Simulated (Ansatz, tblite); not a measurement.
Removing and adding an electron: Au₂O (the lowest singlet isomer of a short search). Total charge 0; singlet. Geometry: r2SCAN-D4/def2-TZVP. Ansatz, gas phase; energy differences of separate SCF runs; the oxidised species was run as a doublet alone; the reduced species was run as a doublet alone.

```xyz
3

Au    0.9608   -1.0377   -0.6338
Au   -1.3492    0.7616   -0.0415
O     0.3884    0.2762    0.6753
```

In the def2 sets Au takes a core potential; there is no spin–orbit coupling. The xTB rows come from tblite. The structure comes from a short search, and lower isomers may exist.

| level | −HOMO (eV) | vertical IE (eV) | −LUMO (eV) | vertical EA (eV) | HOMO–LUMO gap (eV) | IE − EA (eV) | remarks |
| --- | --- | --- | --- | --- | --- | --- | --- |
| PBE-D4/def2-TZVP | 5.72 | 8.83 | 4.51 | – | 1.21 | – | – |
| r2SCAN-D4/def2-TZVPD | 5.93 | – | 4.26 | 2.03 | 1.68 | – | HOMO above zero (-1 doublet) |
| PBE0-D4/def2-TZVP | 6.98 | 8.63 | 3.38 | – | 3.60 | – | – |
| PBE0-D4/def2-TZVPD | 6.98 | – | 3.38 | 1.81 | 3.61 | – | – |

Problem. Estimate the rows for GFN1-xTB, GFN2-xTB, PBE-D4/def2-TZVPD, r2SCAN-D4/def2-TZVP.

Solution. 
```
              level  −HOMO (eV)  vertical IE (eV)  −LUMO (eV)  vertical EA (eV)  HOMO–LUMO gap (eV)  IE − EA (eV)                       remarks
           GFN1-xTB       10.96             14.11        8.95              5.30                2.02          8.81                             –
           GFN2-xTB        9.92             13.86        7.41              3.77                2.51         10.09                             –
  PBE-D4/def2-TZVPD        5.74                 –        4.51              2.04                1.23             –  HOMO above zero (-1 doublet)
r2SCAN-D4/def2-TZVP        5.92              8.76        4.26                 –                1.66             –                             –
```

   A HOMO above zero means that the electron is unbound at that level or that self-interaction error raises the level; the energy of removing that electron tells which. Raw xTB energy differences between charge states are shifted by several eV; the methods need an empirical correction for them.
